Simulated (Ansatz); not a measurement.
The cluster InSn6⁺: single points at one geometry.

```yaml
crystal:
  periodic: [false, false, false]
  atoms:
    - {symbol: In, position_ang: [-0.687842, 2.370515, 2.864369]}
    - {symbol: Sn, position_ang: [-1.511957, 1.375434, -0.201548]}
    - {symbol: Sn, position_ang: [-0.792339, -0.787315, -2.623455]}
    - {symbol: Sn, position_ang: [1.240056, 0.817691, -1.099029]}
    - {symbol: Sn, position_ang: [1.631181, -2.155826, -0.915720]}
    - {symbol: Sn, position_ang: [1.160879, -0.127440, 1.688794]}
    - {symbol: Sn, position_ang: [-1.039977, -1.493059, 0.286589]}
basis:
  gaussian: {orbitals: STO-3G}
total_charge: 1
hamiltonian: {xc: hf}
scf: {omitted_lower_state_checks: [starts]}
output: {orbitals: {seedname: orbitals}}
```

The file start.molden holds the orbitals of an earlier run on this structure, at another level or in another basis.

```sh
$ ansatz run in.yaml --threads 4 --pin off --events-out ev --progress --plain --max-ram 4787MiB
```

Shortened log:

```
Functional definition: HF
2538 factors; integrals over basis functions are off by at most 6.6e-5 eV
mean field evaluation 1: about -1128254.9484 eV, gradient 9.7e0 eV
mean field evaluation 2: about -1128255.1102 eV, gradient 9.7e0 eV
mean field evaluation 4: about -1128256.0189 eV, gradient 1.7e0 eV
mean field evaluation 8: about -1128256.0635 eV, gradient 1.8e-1 eV
mean field -1128256.06458509 eV, -41462.6456140741 hartree, gradient 2.0e-5 eV, S^2 0.000000; 0 other end points of the search recorded, 0 dependent functions left out
reference -1128256.06458509 eV, -41462.6456140741 hartree; 174, 174 occupied and 15, 15 virtual orbitals, 2538 factors
Total energy: -1128256.06458509 eV, -41462.6456140741 hartree
Checks for a lower state left out: starts
```

It took 29 s on 4 threads of Arm Neoverse N1 on a shared host, peak host memory 1.9 GiB.

First input, but with `gaussian: {orbitals: def2-SVP, initial_orbitals: start.molden}`, `correlation: {method: mp2}` and without the key `hamiltonian` (abridged; 18 s):

```
Functional definition: HF
mean field -39981.41110650 eV, -1469.2897577903 hartree, gradient 4.5e-6 eV, S^2 0.000000; unrestricted orbitals would lower it
28 core orbitals not correlated: weight in the atoms' cores, before any rotation towards them, 1.000 or more for the frozen orbitals, at most 0.000 for the correlated occupied ones
second order -19.90439487 eV of doubles, -0.00000000 eV of singles
Total energy: -40001.31550137 eV, -1470.0212308099 hartree
Checks for a lower state left out: starts
```

Geometry: B3LYP-D4/def2-SVP.

In the def2 sets In, Sn take a core potential, while STO-3G treats all electrons; there is no spin–orbit coupling. Correlated methods freeze 28 core orbitals; core or outer-core shells of In, Sn are correlated, in sets that lack core-valence functions. The restricted singlet is unstable towards broken spin symmetry in Hartree–Fock (as tested in another run); at HF/STO-3G this wasn't settled. At MP2/def2-SVP the restricted singlet (for correlated methods, its reference) is unstable: a solution with broken spin symmetry lies lower. The structure comes from a short search, and lower isomers may exist.
